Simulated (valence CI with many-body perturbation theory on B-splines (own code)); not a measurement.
The numbers below are computed, except where a source is named.
# Hyperfine factors and g values of Se²⁷⁺

Level of theory: valence CI with perturbative core correlation (CI+MBPT): five valence electrons over a frozen Dirac-Fock core [He], a basis of 9 s, 9 p, 8 d, 6 f, 3 g, 1 h functions for each j, with the one-electron correlation potential Σ1, the two-electron term Σ2, the three-electron term Σ3, Breit, model QED; selected CI, second order for the rest (own B-spline code, finite nucleus).

The last digits are not significant, and no measured levels were compared; by estimate large intervals hold to a few tenths of a per cent, small ones and those within an open d or f shell to about a per cent. Among the levels kept, up to 1500 cm⁻¹ of a level comes from second order outside the variational space, and about a tenth of that is noise between levels of different J, which matters for small intervals.

A/g_I is the dipole constant over the nuclear g factor μ/I (μ in nuclear magnetons, uniformly magnetised nucleus), B/Q the quadrupole constant per barn. Both hold the static response of the core; the bare values leave it out. Large factors of s and p1/2 electrons are usually good to 5 to 10 %; those of open d and f shells near neutrality can be off by tens of per cent, and small factors of p3/2, d and f electrons come from cancelling terms and can be off by a factor of two or in sign, in half-filled shells by more. B is blank for J = 1/2, where it vanishes, and for nearly pure S terms. Energies count from the lowest level.

Levels are named by their leading jj configuration (3d3/2^4 stands for four electrons in 3d with j = 3/2), which in mixed levels can hold well under half, so a name can repeat and another be missing. Letters in brackets count levels of one name in rising energy.

| Level | E (eV) | g | A/g_I (MHz) | A/g_I bare | B/Q (MHz/b) | B/Q bare |
| --- | --- | --- | --- | --- | --- | --- |
| (2s^2 2p1/2^2 2p3/2) J=3/2 | 0.0 | 1.608 | 44400 | 49400 | 69400 | 69700 |
| (2s^2 2p1/2 2p3/2^2) J=3/2 | 37.0 | 1.270 | 22900 | 25500 | 70200 | 70400 |
| (2s^2 2p1/2 2p3/2^2) J=5/2 | 48.4 | 1.193 | 127000 | 129000 | -816 | -819 |
| (2s^2 2p1/2 2p3/2^2) J=1/2 | 63.7 | 0.657 | 371000 | 367000 |  |  |
| (2s^2 2p3/2^3) J=3/2 | 98.3 | 1.238 | 71400 | 73500 | -141000 | -141000 |
| (2s 2p1/2^2 2p3/2^2) J=5/2 | 152.0 | 1.555 | 283000 | 283000 | 91100 | 91300 |
| (2s 2p1/2 2p3/2^3) J=3/2 [a] | 178.1 | 1.593 | 103000 | 108000 | -93300 | -93500 |
| (2s 2p1/2^2 2p3/2^2) J=1/2 | 180.4 | 2.486 | 817000 | 808000 |  |  |
| (2s 2p1/2 2p3/2^3) J=3/2 [b] | 212.2 | 1.040 | 26000 | 28200 | -117000 | -117000 |
| (2s 2p1/2 2p3/2^3) J=5/2 | 223.4 | 1.232 | 349000 | 345000 | -214000 | -215000 |
| (2s 2p1/2 2p3/2^3) J=1/2 | 242.2 | 1.560 | 245000 | 245000 |  |  |
| (2s 2p1/2 2p3/2^3) J=3/2 [c] | 252.0 | 1.215 | 28300 | 34000 | 61500 | 61700 |
| (2s 2p3/2^4) J=1/2 | 292.7 | 1.271 | 875000 | 853000 |  |  |
| (2p1/2^2 2p3/2^3) J=3/2 | 381.0 | 1.327 | 60700 | 65700 | -121000 | -121000 |
| (2p1/2 2p3/2^4) J=1/2 | 425.3 | 0.657 | 372000 | 366000 |  |  |
| (2s^2 2p1/2^2 3s) J=1/2 | 1653.5 | 2.135 | 309000 | 305000 |  |  |
| (2s^2 2p1/2 2p3/2 3s) J=3/2 [a] | 1688.8 | 1.691 | 88600 | 90400 | 83100 | 83400 |
| (2s^2 2p1/2^2 3p1/2) J=1/2 | 1689.1 | 0.677 | 101000 | 100000 |  |  |
| (2s^2 2p1/2 2p3/2 3s) J=1/2 | 1693.3 | 1.209 | -107000 | -101000 |  |  |
| (2s^2 2p1/2 2p3/2 3s) J=5/2 | 1698.3 | 1.416 | 172000 | 173000 | 38900 | 39000 |
| (2s^2 2p1/2 2p3/2 3s) J=3/2 [b] | 1702.0 | 1.059 | 116000 | 119000 | 32200 | 32300 |
| (2s^2 2p1/2^2 3p3/2) J=3/2 | 1705.6 | 1.344 | 19000 | 20100 | 28500 | 28500 |
| (2s^2 2p1/2 2p3/2 3p1/2) J=1/2 | 1724.0 | 1.596 | -43900 | -37800 |  |  |
| (2s^2 2p1/2 2p3/2 3p1/2) J=3/2 [a] | 1728.1 | 1.168 | 88200 | 90000 | 262 | 273 |
| (2s^2 2p1/2 2p3/2 3p1/2) J=5/2 | 1734.7 | 1.187 | 125000 | 126000 | 34400 | 34600 |
| (2s^2 2p1/2 2p3/2 3p3/2) J=5/2 [a] | 1738.2 | 1.427 | 6970 | 9510 | 129000 | 130000 |
| (2s^2 2p1/2 2p3/2 3p3/2) J=1/2 [a] | 1740.2 | 1.919 | -88600 | -83400 |  |  |
| (2s^2 2p3/2^2 3s) J=5/2 | 1742.3 | 1.373 | 127000 | 127000 | 85800 | 86000 |
| (2s^2 2p1/2 2p3/2 3p3/2) J=3/2 [a] | 1743.1 | 1.261 | 87200 | 88100 | -53000 | -53200 |
| (2s^2 2p1/2^2 3d3/2) J=3/2 | 1744.6 | 0.771 | 14000 | 13800 | 3400 | 3490 |
| (2s^2 2p3/2^2 3s) J=3/2 | 1745.6 | 1.078 | 24800 | 28300 | 33700 | 33900 |
| (2s^2 2p1/2 2p3/2 3p1/2) J=3/2 [b] | 1747.3 | 1.581 | 106000 | 109000 | 42600 | 42800 |
| (2s^2 2p1/2 2p3/2 3p3/2) J=7/2 | 1747.6 | 1.302 | 85200 | 86800 | 66100 | 66300 |
| (2s^2 2p1/2^2 3d5/2) J=5/2 | 1752.3 | 1.197 | 3230 | 3380 | -1870 | -1770 |
| (2s^2 2p1/2 2p3/2 3p3/2) J=3/2 [b] | 1752.6 | 1.245 | 38100 | 40600 | 44400 | 44500 |
| (2s^2 2p1/2 2p3/2 3p3/2) J=5/2 [b] | 1757.1 | 1.181 | 108000 | 109000 | 18000 | 18000 |
| (2s^2 2p1/2 2p3/2 3p3/2) J=1/2 [b] | 1764.2 | 0.762 | 343000 | 341000 |  |  |
| (2s^2 2p3/2^2 3s) J=1/2 | 1765.9 | 1.980 | 320000 | 314000 |  |  |
| (2s 2p1/2^2 2p3/2 3s) J=5/2 | 1776.3 | 1.901 | 303000 | 303000 | 25800 | 25900 |
| (2s^2 2p1/2 2p3/2 3d3/2) J=3/2 [a] | 1780.7 | 0.959 | 22800 | 23800 | -60900 | -61000 |

Take the isotope of mass number 77, with I = 1/2, μ = 0.53356 μN. What is the hyperfine structure of (2s 2p1/2^2 2p3/2^2) J=5/2?

From the table A = 302000 MHz. Shifts from the centre of gravity in MHz: F = 2: -528000, F = 3: 378000.
